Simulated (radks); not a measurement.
The numbers below are computed, except where a source is named.
Neutral vanadium inside a hard spherical wall (all orbitals vanish at R), configuration held at [Ar] 3d3 4s2 and not refilled when levels cross. Code: a radial shooting solver on a logarithmic mesh with Libxc functionals. Model: scalar-relativistic Kohn-Sham, LDA (Slater exchange, VWN5 correlation), spin-polarised, spherical densities, finite nucleus; open shells are filled with parallel spins first; Fermi nuclear charge, rms radius 3.6002 fm. Eigenvalues in eV for spin up, with the zero of energy where the potential of the charges vanishes at infinity; a dash marks a level that is unbound or too diffuse for the functional's potential to be trusted. A positive occupied level is held by the wall or, in an anion where self-interaction has pushed it up, behind a barrier. The pressure on the wall is -dE/dV.

R (bohr),E (hartree),kinetic (hartree),e(3s),e(3p),e(3d),e(4s),"e(4p, empty)","e(5s, empty)",pressure (GPa)
free,-947.13046,955.388,-70.729,-44.847,-6.185,-5.132,-1.660,-0.069,0
20,-947.13046,955.388,-70.729,-44.847,-6.185,-5.132,-1.660,0.030,< 0.0001
15,-947.13046,955.388,-70.729,-44.846,-6.185,-5.132,-1.657,0.272,< 0.0001
12,-947.13040,955.389,-70.721,-44.839,-6.178,-5.126,-1.633,0.797,0.00124
10,-947.12982,955.394,-70.675,-44.793,-6.134,-5.090,-1.538,1.753,0.0168
8,-947.12463,955.432,-70.419,-44.538,-5.890,-4.873,-1.118,4.291,0.232
6,-947.07973,955.665,-69.229,-43.356,-4.777,-3.692,0.753,12.262,3.58
5,-946.97787,956.087,-67.561,-41.713,-3.222,-1.666,3.629,22.600,16.1
4,-946.64098,957.280,-64.014,-38.250,0.184,3.872,10.876,45.707,87.5
3.5,-946.20892,958.697,-60.821,-35.144,3.427,10.187,18.674,68.408,232
3,-945.28839,961.633,-55.729,-30.146,8.952,22.493,33.139,107.52,703
